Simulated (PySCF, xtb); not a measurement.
isocyanic acid (CHNO), SMILES N=C=O.

Harmonic wavenumbers (cm⁻¹) from GFN2-xTB (xtb) at its own minimum, in rising order: 528, 553, 687, 1405, 2511, 3636.

Q: What does PySCF with PBE-D3(BJ)/def2-TZVP give at its own minimum? (Estimate from the structure and the level; the computed values follow.)

A: 559, 611, 780, 1295, 2287, 3595. Paired by order, the mean absolute difference is 93 cm⁻¹ and the zero-point energies are 13.3 and 13.0 kcal/mol.
